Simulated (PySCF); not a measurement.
**Core-level binding energies of `O=[CH][GeH2][O][SiH3]`**

CH6GeO2Si.
Bonds: O1–C2 (double), C2–Ge3, Ge3–O4, O4–Si5. Hydrogens: H6 on C2; H7, H8 on Ge3; H9, H10, H11 on Si5.

The calculation used delta-SCF UKS SCAN, pcX-2 on the ionised atom, pcseg-1 elsewhere, spin-free X2C in PySCF. Each binding energy is the total energy of the core-ionised species, with the hole localised on one atom, minus that of the ground state; both are solved self-consistently, so orbital relaxation is included.

Problem. Give the core binding energies atom by atom.

Solution. 
```
atom(s)                 environment     level  binding energy (eV)  2p1/2 (eV)  above the level's lowest (eV)  count
    Si5        oxygen-bound silicon  Si 2p3/2               107.49      108.11                           0.00      1
     C2             carbonyl carbon      C 1s               293.50           –                           0.00      1
     O4  oxygen bonded to Ge and Si      O 1s               537.60           –                           0.00      1
     O1             carbonyl oxygen      O 1s               538.70           –                          +1.10      1
    Si5        oxygen-bound silicon     Si 1s              1847.42           –                           0.00      1
```

Lowest listed O 1s: O4, bonded to Ge and Si. Highest, 1.10 eV above it: O1, bonded to C (double bond).

Problem. Which photon energy gives electrons from O 1s of O4 a kinetic energy of 150 eV, and what is their de Broglie wavelength?

Solution. hν = 537.60 + 150 = 687.60 eV, recoil neglected; λ = 12.264 Å/√(E/eV) = 1.00 Å.

Problem. Which photon wavelength matches the O 1s of O4 threshold?

Solution. λ = hc/E = 12398.42 eV Å / 537.60 eV = 23.063 Å.

Spin contamination (⟨S²⟩ against 0.75 for a pure doublet) is marked for C 1s of C2 (0.96), which makes this value less certain. The 2p values aren't plain energy differences: one relaxed spin-free 2p hole is combined with a matrix within the shell (ground-state 2p orbital-energy differences and spin–orbit coupling). 2p3/2, the mean of its two sublevels, lies a third of the splitting below the shell's mean and 2p1/2 two thirds above it; the statistical areas are 2:1. 2p1/2 minus 2p3/2 (ligand field included): Si 0.63 eV. No level of germanium is listed. Isolated species at its PBE0-D3(BJ)/def2-SVP geometry (one conformer only).

Shape of the structure used: `[O:1]=[CH:2][GeH2:3][O:4][SiH3:5]`: O1–C2–Ge3–O4 179°, C2–Ge3–O4–Si5 -86°.
